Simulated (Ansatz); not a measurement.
Consider the substitution at a C–Ge bond: `[CH3][Ge]([Cl])([Cl])[Cl]` + `CC(O)S` → `COC(C)S` + `[Cl][GeH]([Cl])[Cl]`.

Computed with Ansatz on PBE0-D4/def2-TZVP structures; ΔE is electronic, products minus reactants. CCSD(T)/CBS is the MP2 limit (def2-TZVPP, def2-QZVPP) plus CCSD(T) − MP2 in def2-TZVPP, frozen cores. Functionals use def2-TZVPP. For Ge outer-core shells are correlated without core-valence functions, which leaves a few kJ/mol of doubt a bond. Scalar relativity is left out up to krypton. One conformer a species, not always the lowest.

`[CH3][Ge]([Cl])([Cl])[Cl]`:

Z-matrix (Å, degrees):
```
C
Ge 1 1.926
H 1 1.090 2 109.0
H 1 1.090 2 109.0 3 -120.0
H 1 1.090 2 108.9 3 120.0
Cl 2 2.135 1 111.4 3 59.8
Cl 2 2.135 1 111.3 3 179.8
Cl 2 2.136 1 111.3 3 -60.2
```

`CC(O)S`:

Z-matrix (Å, degrees):
```
C
C 1 1.514
H 1 1.090 2 111.0
H 1 1.096 2 110.3 3 119.9
H 1 1.092 2 110.2 3 -120.6
O 2 1.410 1 111.8 3 -179.7
S 2 1.805 1 113.0 3 57.3
H 2 1.099 1 109.7 3 -56.7
H 6 0.963 2 107.9 1 49.3
H 7 1.344 2 95.9 1 55.5
```

`COC(C)S`:

Cartesian coordinates in Å:
```
C -1.424 0.372 1.291
O -0.634 -0.470 0.490
C 0.448 0.160 -0.118
C 1.350 -0.912 -0.678
S -0.036 1.389 -1.393
H -0.830 0.823 2.097
H -2.207 -0.246 1.729
H -1.880 1.172 0.697
H 0.991 0.778 0.613
H 0.813 -1.502 -1.424
H 1.666 -1.582 0.124
H 2.228 -0.468 -1.146
H -0.484 0.486 -2.281
```

`[Cl][GeH]([Cl])[Cl]`:

```xyz
5

Cl    0.716   -0.262    1.937
Ge   -0.131    0.050    0.011
Cl    1.095    1.425   -1.049
Cl   -0.127   -1.802   -1.034
H    -1.552    0.589    0.135
```

```csv
level,ΔE (kJ/mol),difference from CCSD(T)/CBS
BLYP-D4,71.4,-12.0
r2SCAN-D4,77.4,-6.0
B97M-V,72.5,-10.9
r2SCAN0-D4,79.9,-3.5
CAM-B3LYP-D4,73.3,-10.1
PBE,74.0,-9.4
r2SCANh,78.3,-5.1
BHLYP,73.6,-9.8
LC-ωPBE,79.7,-3.7
CCSD/def2-SVP,60.2,-23.2
CCSD(T)/def2-SVP,59.0,-24.4
MP2/def2-TZVPP,88.3,4.9
SCS-MP2/def2-TZVPP,82.0,-1.4
CCSD/def2-TZVPP,81.6,-1.8
MP2/def2-QZVPP,89.1,5.7
MP2/CBS(def2),90.2,6.8
CCSD(T)/CBS,83.4,0
```

Largest T1 diagnostic among the species: 0.011.

From PBE to PBE0 (25 % exact exchange), in def2-TZVPP and without D4, ΔE moves by +3.4 kJ/mol. In def2-TZVPP, CCSD(T) changes the Hartree–Fock value by +10.1 kJ/mol (the triples alone add −0.1 kJ/mol) and MP2 by +16.8 kJ/mol.
